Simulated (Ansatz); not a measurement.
Reaction (formal exchange of groups at a P–Si bond): `P[SiH2]C1CC1` + `CN[SiH2]S` → `CN[SiH](P)S` + `[SiH3]C1CC1`

Computed with Ansatz on PBE0-D4/def2-TZVP structures; ΔE is electronic, products minus reactants. CBS: MP2 limit from def2 TZ/QZ plus the TZ coupled-cluster correction, frozen cores. DFT in def2-TZVPP. HSE06 is defined as in plane-wave codes. Each species was taken in one conformer, which may not be the lowest.

```csv
level,ΔE (kJ/mol),difference from CCSD(T)/CBS
PBE-D4,-9.8,-2.4
revPBE,-4.9,2.5
BLYP,-4.2,3.2
r2SCANh,-6.9,0.5
HSE06,-5.6,1.8
BHLYP,-3.6,3.8
CAM-B3LYP,-4.6,2.8
MP2/def2-TZVPP,-8.4,-1.0
SCS-MP2/def2-TZVPP,-6.8,0.6
MP2/def2-QZVPP,-8.6,-1.2
CCSD(T)/CBS,-7.4,0
```

Q: What do rigid-rotor, harmonic-oscillator terms from PBE0-D4/def2-TZVP frequencies (298.15 K, 1 bar) make of the CCSD(T)/CBS value? (An estimate is asked.)

A: Computed: ΔZPE = -0.4 kJ/mol, ΔH = -7.6 kJ/mol, ΔS = -6 J/(mol·K), ΔG = -5.8 kJ/mol.

Largest T1 diagnostic among the species: 0.012.

The D4 term adds −5.7 kJ/mol with B3LYP and −3.1 kJ/mol with PBE0; it sums over pairs of atoms, weighted by their polarisabilities, and B3LYP, whose exchange is more repulsive, gets the larger term. Leaving LDA and LC-ωPBE aside and taking each functional with its dispersion term where it has one, the values, not all of them listed here, spread over 5.8 kJ/mol, from revPBE-D4 to B2PLYP. In def2-TZVPP, CCSD(T) changes the Hartree–Fock value by −5.3 kJ/mol (the triples alone add −1.3 kJ/mol) and MP2 by −6.8 kJ/mol.

CCSD(T)/CBS has its own doubt, a few kJ/mol and more with outer-core shells, so smaller differences from it don't rank the levels.

B3LYP here is the variant with VWN-RPA as its local correlation; programs differ in this.
